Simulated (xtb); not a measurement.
CH6FNOSi2, SMILES N1[SiH2]CO[Si@H]1F. All values are semi-empirical tight-binding results from xtb (GFN2-xTB unless named), good for trends rather than for accurate numbers. Geometry optimised at GFN2-xTB. The structure was generated by enumeration; whether it is a known compound was not checked. One conformer was computed; it need not be the lowest.

```yaml
orbital_gap: 5.25 eV
dipole_moment: 2.91 D
zero_point_energy: 47.1 kcal/mol
G − E(el) at 298.15 K (modified RRHO): 26.9 kcal/mol
static polarisability (D4 model): 79.7 bohr³
solvation energy, GFN2-xTB/ALPB(water): -0.6 kcal/mol
solvation energy, GFN2-xTB/ALPB(chcl3): -3.2 kcal/mol
```
